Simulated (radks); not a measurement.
Xe+, 53 electrons, occupied as [Kr] 4d10 5s2 5p4 6p1 (not the ground configuration). All-electron calculation, Dirac Kohn-Sham, B86b exchange with PBE correlation, spin-unpolarised, spherical densities, point nucleus; open shells are shared between the two j in proportion to 2j + 1. Program: a radial shooting solver on a logarithmic mesh with Libxc functionals.

Spin-orbit splittings of the eigenvalues, e(l+1/2) - e(l-1/2), with zeta = 2 splitting/(2l+1) and mean radii in bohr:

shell  occ.  splitting (eV)  zeta (eV)  <r> j=l-1/2  <r> j=l+1/2
2p        6           324.7      216.5      0.09620       0.1020
3p        6           61.68      41.12       0.2961       0.3078
3d       10           13.03      5.213       0.2787       0.2824
4p        6           12.30      8.202       0.7456       0.7733
4d       10           1.991     0.7966       0.8686       0.8793
5p        4           1.520      1.013        2.049        2.131
5d        0               ?          ?        3.401        3.449
6p        1          0.1857     0.1238        5.601        5.755

Estimate the 5d splitting.

Answer. 0.1124 eV (zeta = 0.04495 eV).
